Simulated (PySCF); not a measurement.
A geometry optimisation on methylcyanodiacetylene, `CC#CC#CC#N`.

Computed with PBE0-D3(BJ)/def2-TZVP geometry optimisation, gas phase (PySCF 2.14.0). Start geometry: GFN2-xTB. A driver script takes a list of jobs; this job's settings line and coordinates (Å) are shown.

Command:
```bash
OMP_NUM_THREADS=1 python probes_run.py task.json out
```

Input:
```
{"job": {"xc": "PBE0", "basis": "def2-TZVP", "d3": "d3bj", "grid": 2, "shake": 0.01, "kind": "geom"}, "charge": 0, "multiplicity": 1}
C     -1.987300     0.597880    -1.339550
C     -0.922520     0.280630    -0.474800
C     -0.017490    -0.001680     0.252340
C      1.058060    -0.315070     1.075060
C      1.946300    -0.610610     1.807160
C      2.973050    -0.917940     2.635920
N      3.861760    -1.196070     3.336420
H     -1.778410     1.563200    -1.868750
H     -2.156480    -0.160940    -2.061760
H     -2.926540     0.739670    -0.754320
```

Output:
```
step   0  E = -284.81341269  max force = 0.061937
step   1  E = -284.81771213  max force = 0.005753
step   2  E = -284.81815308  max force = 0.002254
step   3  E = -284.81845563  max force = 0.001927
step   4  E = -284.81846919  max force = 0.001146
step   5  E = -284.81848086  max force = 0.000689
step   6  E = -284.81848343  max force = 0.000383
optimisation converged
```

Energies in Eh; «max force» is the largest Cartesian gradient component in Eh/bohr.

**Question.** Give the first gradient maximum in eV/Å.

**Answer.** With 1 Eh/bohr = 51.422 eV/Å, 3.185 eV/Å.

**Question.** How much energy does the optimisation release, in kcal/mol?

**Answer.** E(step 0) − E(last step) = 0.005071 Eh, which is 3.2 kcal/mol.

Main results: final energy -284.81848 Eh after 6 steps; dipole 6.52 D.

**Question.** Where do the atoms end?

**Answer.** 0.023 Å rms from the input after alignment:
```
atom  x, y, z in Å
C1    -1.9512    0.6375   -1.4032
C2    -0.8875    0.2892   -0.4946
C3     0.0060   -0.0032    0.2662
C4     1.0055   -0.3299    1.1165
C5     1.9038   -0.6228    1.8771
C6     2.9111   -0.9516    2.7300
N7     3.7693   -1.2316    3.4537
H8    -1.7211    1.5677   -1.9287
H9    -2.0954   -0.1498   -2.1480
H10   -2.8914    0.7727   -0.8625
```

Time: 80 s wall; peak memory 1.1 GiB. Hardware: one thread, AMD EPYC 9R45 (x86_64), on a shared host.
Labels such as C1 count atoms from 1, the log's own numbers from 0.
